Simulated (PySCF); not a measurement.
## Excitation energy of Os⁺ by level of theory

Os⁺ [Xe] 4f14 5d6 6s1 (6D) → Os⁺ [Xe] 4f14 5d5 6s1 6p1 (8P), as a difference of total energies. All numbers are calculated (PySCF 2.14, a scalar-relativistic core potential, in aug-cc-pwCVDZ-PP with ECP60MDF). Correlated levels: valence and next inner shell: nothing frozen outside the core potential. The calculations carry no spin-orbit coupling.

```tsv
method	excitation energy (eV)
UHF	3.302
MP2 (valence and next inner shell)	4.269
SCS-MP2 (valence and next inner shell)	4.443
CCSD (valence and next inner shell)	4.231
CCSD(T) (valence and next inner shell)	4.285
```

Problem. How much does correlation contribute at CCSD(T) (valence and next inner shell)?

Solution. 4.285 − (3.302) = 0.983 eV, measured against UHF.
